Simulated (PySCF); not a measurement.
PySCF job for TaO3, SMILES [O]=[Ta](=[O])=[O] (connectivity only; charge and spin as stated), neutral, multiplicity 2, PBE-D3(BJ)/def2-TZVP. Geometry optimised at PBE-D3(BJ)/def2-TZVP. The multiplicity is an assumed one; other spin states were not compared. The def2 effective core potentials stand for the cores of Ta; spin–orbit coupling is left out.

```python
import numpy as np
from pyscf import gto, scf, dft, df
from pyscf.hessian import thermo

mol = gto.M(
    atom='''
    Ta   -0.00000000    0.00000000    0.18510202
    O     1.42027919   -0.81999857   -0.56301864
    O    -1.42027918   -0.81999857   -0.56301864
    O     0.00000000    1.63999713   -0.56301864
    ''',
    basis='def2-TZVP',
    ecp={'Ta': 'def2-tzvp'},
    charge=0,
    spin=1,
    max_memory=1600,
    verbose=3,
)
mf = dft.UKS(mol, xc='pbe').density_fit(auxbasis='def2-universal-jkfit')
mf.disp = 'd3bj'
mf.grids.level = 3
mf.conv_tol = 1e-11
mf.max_cycle = 100
mf.kernel()
fine, coarse = mf.grids, dft.Grids(mol).set(level=1).build(with_non0tab=True)
for _ in range(3):  # follow internal instabilities
    mf.grids = coarse
    mo, _, stable, _ = mf.stability(return_status=True, nroots=4)
    mf.grids = fine
    if stable:
        break
    mf.kernel(mf.make_rdm1(mo, mf.mo_occ))

# [left out here: the lines that compute and print the analytic Hessian (its translational invariance restored by hand, since the grid's response is missing), thermochemistry and intensities]
```

It prints:

```

WARN: HOMO -0.552449175029556 >= LUMO -0.552449175029555


WARN: HOMO -0.100672041414453 >= LUMO -0.10066315493097

SCF not converged.
SCF energy = -282.6644628418 after 100 cycles  <S^2> = 0.76215348  2S+1 = 2.0121168
<class 'pyscf.df.df_jk.DFUKS'> wavefunction is stable in the internal stability analysis

WARN: DFTD3 does not support analytical Hessian, using finite difference


WARN: Mole.unit (angstrom) is changed to Bohr

Mode                                 0                   1                   2
Irrep
Freq [cm^-1]                      228.6521            228.6689            237.5535
Reduced mass [au]                  17.0598             17.0597             18.6844
Force const [Dyne/A]                0.5255              0.5256              0.6212
Char temp [K]                     328.9794            329.0036            341.7866
Normal mode                   x     y     z       x     y     z       x     y     z
       0  Ta                -0.00  0.02  0.00    0.02  0.00 -0.00   -0.00  0.00 -0.03
       1   O                -0.09 -0.12 -0.04   -0.02 -0.10  0.06    0.06 -0.04  0.11
       2   O                 0.10 -0.13 -0.03   -0.01  0.09 -0.06   -0.06 -0.04  0.11
       3   O                 0.01  0.04  0.07   -0.18  0.00  0.00    0.00  0.07  0.11
Mode                                 3                   4                   5
Irrep
Freq [cm^-1]                      606.1589            606.2055            894.6883
Reduced mass [au]                  17.4210             17.4210             16.7948
Force const [Dyne/A]                3.7714              3.7719              7.9208
Char temp [K]                     872.1278            872.1947           1287.2572
Normal mode                   x     y     z       x     y     z       x     y     z
       0  Ta                 0.02 -0.00 -0.00    0.00  0.02 -0.00    0.00 -0.00 -0.02
       1   O                -0.13  0.08  0.07    0.08 -0.04 -0.04   -0.11  0.06  0.06
       2   O                -0.13 -0.08 -0.07   -0.08 -0.04 -0.04    0.11  0.06  0.06
       3   O                 0.01  0.00 -0.00    0.00 -0.18  0.08   -0.00 -0.13  0.06
temperature 298.1500 [K]
pressure 101325.00 [Pa]
Rotational constants [GHz] 5.89174 5.89174 3.91487
Symmetry number 3
Zero-point energy (ZPE) 0.00638 [Eh]   16759.246 [J/mol]
                           tot       elec      trans        rot        vib
Entropy [J/mol/K]       306.584      5.763    176.511     96.608     27.702
Cv [J/mol/K]             58.091      0.000     12.472     12.472     33.148
Cp [J/mol/K]             66.405      0.000     20.786     12.472     33.148
Internal energy [J/mol]                      3718.434   3718.434  21765.550
Internal energy [Eh]   -282.65334  -282.66446
Enthalpy [J/mol]                             6197.391   3718.434  21765.550
Enthalpy [Eh]          -282.65240
Gibbs free energy [J/mol]                  -46429.219 -25085.237  13506.235
Gibbs free energy [Eh] -282.68721
mode   freq/cm-1   IR/(km/mol)
   1      228.65         0.019
   2      228.67         0.020
   3      237.55        15.033
   4      606.16         0.357
   5      606.21         0.354
   6      894.69         7.488
max |gradient| / (hartree/bohr): 0.00014871537630664944
APT charges: [ 0.5432 -0.181  -0.181  -0.1812]
```

The run did not converge; its last values are not results.
